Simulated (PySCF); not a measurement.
# Electron correlation in Ni⁺ (nickel, charge +1)

[Ar] 3d8 4p1, one real determinant (an excited configuration). Calculation: PySCF 2.14, in aug-pcseg-2 (7s5p4d3f2g, 81 functions); no relativity, point nucleus. Frozen: [Ar]; 9 electrons correlated.

MP2 pair energies summed by pair of shells (mhartree):

| pair | energy | share (%) |
| --- | --- | --- |
| 3d-3d | -213.91 | 93.6 |
| 3d-4p | -14.55 | 6.4 |

Total MP2 correlation energy: -228.46 mhartree.

Same-spin part -89.35 and opposite-spin part -139.10 mhartree; SCS-MP2 scales them by 1/3 and 6/5 to -196.71 mhartree.

The reference is one real determinant that mixes LS terms of this configuration.
